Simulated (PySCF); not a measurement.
The PySCF input:
```python
from pyscf import gto, scf, cc

mol = gto.M(
    atom='''
Cl   -0.000000   -0.000000   -0.073934
H     0.000000    0.000000    1.256873
''',
    basis='def2-tzvp',
    charge=1,
    spin=1,
    verbose=4,
)

mf = scf.UHF(mol)
mf.kernel()

mycc = cc.CCSD(mf)
mycc.kernel()
print('E(CCSD) = %.10f' % mycc.e_tot)
mf.analyze()
```

Problem. What does this run give for the SCF-reference HOMO energy, number of basis functions?

Solution. 
- SCF-reference HOMO energy: -22.94 eV
- number of basis functions: 43

These values belong to the state on which the SCF converged, which isn't shown to be the lowest.
